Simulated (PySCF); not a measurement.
CH₄F₂OSi. Atoms are numbered in the order given.

```xyz
9

Si     0.5671     0.4105     0.0000
F      1.0185    -0.4606    -1.2807
F      1.0185    -0.4606     1.2807
O     -1.0466     0.6344     0.0000
C     -2.0347    -0.3840     0.0000
H      1.2339     1.7164     0.0000
H     -1.9511    -1.0203    -0.8975
H     -3.0232     0.0966     0.0000
H     -1.9511    -1.0203     0.8975
```
Charge 0, spin multiplicity 1.

Geometry: r2SCAN-D4/def2-SVP. The values are those of a single conformer.

These are ωB97X/def2-TZVP in PySCF values and carry that method's errors.

Gas-phase values at a fixed geometry.

```json
{
  "total_energy": "-605.16506 hartree",
  "point_group": "Cs",
  "highest_occupied_level": "-11.59 eV",
  "lowest_empty_level": "3.20 eV",
  "orbital_gap": "14.80 eV",
  "dipole_moment": "1.45 D",
  "quadrupole, principal values (traceless, Buckingham form, about the centre of nuclear charge)": "-4.10, -3.97, 8.07 D·Å",
  "mean_static_polarisability": "37.5 bohr³ (5.56 Å³)",
  "polarisability_principal_values": "34.7, 35.1, 42.8 bohr³"
}
```
